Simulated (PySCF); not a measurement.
A species of formula C5H9N3OSi has this rotational fingerprint, computed with PBE0/pcSseg-1 in PySCF (dipole) on a GFN2-xTB geometry, gas phase:

```
Rotational constants : A = 2086, B = 828.0, C = 635.8 MHz
Dipole components    : |μa| = 0.95 D, |μb| = 1.96 D, |μc| = 0.56 D
Inertial defect      : -57.82 u·Å²
κ                    : -0.73
```

Question: Which structure is it? (One computed conformer of each.)
A. `[CH3:1][CH2:2][c:3]1[n:4][cH:5][n:6][n:7][c:8]1[O:9][SiH3:10]` with C1–C2–C3–N4 -102°, N7–C8–O9–Si10 -1°
B. `[CH3:1][CH2:2][c:3]1[n:4][n:5][c:6]([CH:7]=[O:8])[n:9]1[SiH3:10]` with C1–C2–C3–N4 99°, N5–C6–C7–O8 -179°
C. `[CH3:1][C:2](=[O:3])[c:4]1[n:5][n:6]([CH3:7])[n:8][c:9]1[SiH3:10]` with C1–C2–C4–N5 0°
D. `[CH3:1][SiH2:2][O:3][c:4]1[n:5][n:6][cH:7][n:8][c:9]1[CH3:10]` with C1–Si2–O3–C4 -63°, Si2–O3–C4–N5 2°
E. `[CH3:1]/[C:2]([C:3]#[N:4])=[N:5]/[SiH2:6][CH2:7][NH:8][CH:9]=[O:10]` with C2–N5–Si6–C7 -124°, N5–Si6–C7–N8 -168°, Si6–C7–N8–C9 -2°, C7–N8–C9–O10 0°

Answer: D. It is C[SiH2]Oc1nncnc1C, an asymmetric top, point group C1. The candidates at the same level (rigid rotor, commonest isotopes):

| SMILES | A (MHz) | B (MHz) | C (MHz) | μa (D) | μb (D) | μc (D) | Δ (u·Å²) | point group | rotor |
| --- | --- | --- | --- | --- | --- | --- | --- | --- | --- |
| CC(=O)c1nn(C)nc1[SiH3] | 1517 | 1039 | 626.0 | 3.39 | 1.94 | 0.00 | -12.37 | – | asymmetric top |
| CCc1ncnnc1O[SiH3] | 1517 | 1040 | 653.8 | 0.40 | 2.39 | 0.26 | -45.97 | C1 | asymmetric top |
| C[SiH2]Oc1nncnc1C | 2086 | 828.0 | 635.8 | 0.95 | 1.96 | 0.56 | -57.82 | C1 | asymmetric top |
| C/C(C#N)=N/[SiH2]CNC=O | 2550 | 543.2 | 493.1 | 3.18 | 4.59 | 1.91 | -103.52 | C1 | near-prolate asymmetric top |
| CCc1nnc(C=O)n1[SiH3] | 1842 | 1021 | 706.3 | 0.58 | 2.89 | 0.10 | -53.91 | C1 | asymmetric top |

`CCc1nnc(C=O)n1[SiH3]` has B 23 % too high; `CC(=O)c1nn(C)nc1[SiH3]` has A 27 % too low; `C/C(C#N)=N/[SiH2]CNC=O` has B 34 % too low; `CCc1ncnnc1O[SiH3]` has A 27 % too low. No structure here is proved a minimum.
